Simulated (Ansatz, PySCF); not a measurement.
System: H₄BN₂O (charge 0, doublet). SMILES: NB([O])N
Geometry: optimised at B3LYP-D3(BJ)/def2-TZVP (Ansatz, a program for electronic structure).

Unscaled harmonic wavenumbers (cm⁻¹) in rising order, each level at the stationary point that it reaches from this structure (no distance between atoms moves by over 0.3 Å); the order of modes can differ between levels, and a negative number is imaginary. B3LYP-D3(BJ)/def2-TZVP (PySCF, at the structure above): 81, 349, 384, 409, 414, 490, 587, 852, 915, 919, 1317, 1329, 1614, 1618, 3587, 3589, 3682, 3684.

HF/3-21G (Ansatz): 209, 382, 394, 503, 553, 582, 738, 878, 968, 1015, 1508, 1519, 1811, 1825, 3761, 3763, 3857, 3857. Zero-point energy 40.2 against 36.9 kcal/mol; where all levels lie over 400 cm⁻¹, the wavenumbers are on average 1.122 times those of B3LYP-D3(BJ)/def2-TZVP.

HF/6-31G* (Ansatz): 65, 252, 267, 381, 409, 520, 667, 893, 929, 986, 1470, 1496, 1793, 1801, 3848, 3851, 3947, 3947. Zero-point energy 39.3 against 36.9 kcal/mol; where all levels lie over 400 cm⁻¹, the wavenumbers are on average 1.077 times those of B3LYP-D3(BJ)/def2-TZVP.
